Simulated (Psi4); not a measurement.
A dimer, HCl ··· H4Si (SMILES Cl and [SiH4]); the first 2 atoms form monomer A.

```
7

Cl     0.6410     0.0000     0.0000
H     -0.6410     0.0000     0.0000
Si    -2.1103     0.9947     3.2492
H     -0.8790     1.0259     2.4280
H     -2.1808     2.2182     4.0795
H     -2.0878    -0.1969     4.1272
H     -3.2936     0.9317     2.3620
```

**Question.** What interaction energy does SAPT0/jun-cc-pVDZ, frozen core in Psi4 give, and which attractive term is the largest?

**Answer.** Total 0.46 kcal/mol: electrostatics -0.42, exchange 1.70, induction -0.18, dispersion -0.64. The most attractive term is dispersion.
